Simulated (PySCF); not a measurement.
C2HF2O2, multiplicity 2. Atoms are numbered in the order given.

```xyz
7

O     -1.2294     1.3231     0.0000
C     -0.1458     0.7681     0.0000
O      1.0521     1.4003     0.0000
C      0.0131    -0.6656     0.0000
F     -1.0186    -1.4682     0.0000
F      1.1703    -1.2825     0.0000
H      0.8495     2.3535     0.0000
```
Charge 0, spin multiplicity 2.

Geometry: TPSSh-D3(BJ)/def2-SVP. A frequency run showed that this geometry is not a minimum. The isomer is the one that the SMILES or the coordinates give; other isomers of the formula were not compared. Other conformers were not sampled.

Computed with TPSSh-D3(BJ)/def2-SVP (PySCF).

Harmonic, unscaled wavenumbers; measured fundamentals usually lie a few per cent lower.

| mode | ν (cm⁻¹) | IR (km/mol) | moving atoms (share of kinetic energy) |
|---|---|---|---|
| 1 | 107i | 0.1 | C 81 %, F 15 % |
| 2 | 123 | 0.3 | O 50 %, F 48 % |
| 3 | 218 | 1.9 | F 48 %, O 43 % |
| 4 | 407 | 3.0 | F 52 %, O 43 % |
| 5 | 500 | 67.0 | H 80 %, C 18 % |
| 6 | 525 | 8.0 | F 39 %, O 39 %, C 19 % |
| 7 | 592 | 22.9 | F 44 %, O 32 %, C 16 % |
| 8 | 660 | 65.8 | C 66 %, O 21 %, H 13 % |
| 9 | 786 | 50.6 | F 43 %, O 29 %, C 15 %, H 12 % |
| 10 | 1128 | 369.9 | O 48 %, C 25 %, H 24 % |
| 11 | 1287 | 92.3 | H 44 %, C 39 %, F 9 %, O 8 % |
| 12 | 1403 | 229.4 | C 72 %, F 25 % |
| 13 | 1552 | 65.2 | C 83 %, F 9 % |
| 14 | 1763 | 204.2 | C 66 %, O 32 % |
| 15 | 3733 | 107.3 | H 94 % |
